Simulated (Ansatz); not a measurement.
`[CH3][GeH2][AlH][C]#N` + CH₃OH → `C[O][GeH2][CH3]` + `N#[C][AlH2]` at 700 K and 1 bar (cleavage of the Ge–Al bond).

Computed with Ansatz on PBE0-D4/def2-TZVP structures; ΔE is electronic, products minus reactants. CCSD(T)/CBS is the MP2 limit (def2-TZVPP, def2-QZVPP) plus CCSD(T) − MP2 in def2-TZVPP, frozen cores. This one scheme is used for every species. For Ge outer-core shells are correlated without core-valence functions, which leaves a few kJ/mol of doubt a bond. Scalar relativity is left out up to krypton. Each species was taken in one conformer, which may not be the lowest.

```json
{"species": "`[CH3][GeH2][AlH][C]#N`", "CCSD(T)/CBS energy (Eh)": "-2452.54317", "H − E (kJ/mol)": "267.8", "S (J/(mol·K))": "540.8"}
{"species": "CH₃OH", "CCSD(T)/CBS energy (Eh)": "-115.61712", "H − E (kJ/mol)": "170.8", "S (J/(mol·K))": "288.5"}
{"species": "`C[O][GeH2][CH3]`", "CCSD(T)/CBS energy (Eh)": "-2232.21365", "H − E (kJ/mol)": "327.1", "S (J/(mol·K))": "470.6"}
{"species": "`N#[C][AlH2]`", "CCSD(T)/CBS energy (Eh)": "-335.94780", "H − E (kJ/mol)": "100.1", "S (J/(mol·K))": "334.6"}
```

H − E and S are ideal-gas, rigid-rotor, harmonic terms from PBE0-D4/def2-TZVP, for one conformer and one mirror image of each species. 1 Eh = 2625.50 kJ/mol, R = 8.31446 J/(mol·K).

**Question.** By hand: ΔE, ΔH, ΔS and ΔG.

**Answer.** ΔE = (-2232.21365) + (-335.94780) − (-2452.54317) − (-115.61712) = -0.00116 Eh = -3.0 kJ/mol. Δ(H − E) = 327.1 + 100.1 − 267.8 − 170.8 = -11.4, so ΔH = -14.4 kJ/mol. ΔS = 470.6 + 334.6 − 540.8 − 288.5 = -24.1 J/(mol·K). ΔG = -14.4 − 700 × (-24.1)/1000 = 2.5 kJ/mol.

**Question.** By hand: the equilibrium constant, and the temperature at which ΔG would vanish if ΔH and ΔS stayed fixed.

**Answer.** log₁₀ K = −ΔG/(RT ln 10) = -0.2. ΔG = 0 at ΔH/ΔS = 598 K.

TΔS isn't small against ΔH here. The sign of ΔG lies within the doubt. A doubt of 5 kJ/mol in ΔE shifts log₁₀ K by 0.4 here. Other conformers and mirror images would add mixing entropy, several J/(mol·K) or more a flexible species. Modes under 60 cm⁻¹, often nearly free rotors, make the harmonic entropy too high. These are equilibria of isolated gas molecules and say nothing of rates. Largest T1 diagnostic: 0.013 (customary marks: 0.02 for closed shells, 0.045 for open ones).
